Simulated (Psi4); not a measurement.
Conformational energy of SMILES CSCC#N. Scanned: dihedral C1–S2–C3–C4; all other coordinates were relaxed at B3LYP-D3(BJ)/def2-SVP. Points at φ and −φ are mirror images.

Geometry of the scan point at -90° (Å):
```
10

C      1.5600     0.0592    -0.2271
S      0.2513    -0.3171    -1.4347
C     -1.1739    -0.4880    -0.2892
C     -1.3661    -1.8509     0.2005
N     -1.4972    -2.9377     0.5806
H      1.3502     0.9979     0.3075
H      1.6938    -0.7642     0.4901
H      2.4887     0.1776    -0.8034
H     -2.0701    -0.1788    -0.8493
H     -1.0591     0.2083     0.5558
```

Level of theory: Psi4 with DF-MP2 (frozen core)/cc-pVTZ // B3LYP-D3(BJ)/def2-SVP.

Scanned values (°): -150, -120, -90, -60, -30, 0, 30, 60, 90, 120, 150, 180.

**Question.** Locate the minima and the barriers on this grid.

**Answer.** Lower than their neighbours: -60° (0.0 kJ/mol), 60° (0.0 kJ/mol), 180° (8.4 kJ/mol). Higher than their neighbours: -120° (13.9 kJ/mol), 0° (12.4 kJ/mol), 120° (13.9 kJ/mol). The whole profile spans 13.9 kJ/mol.
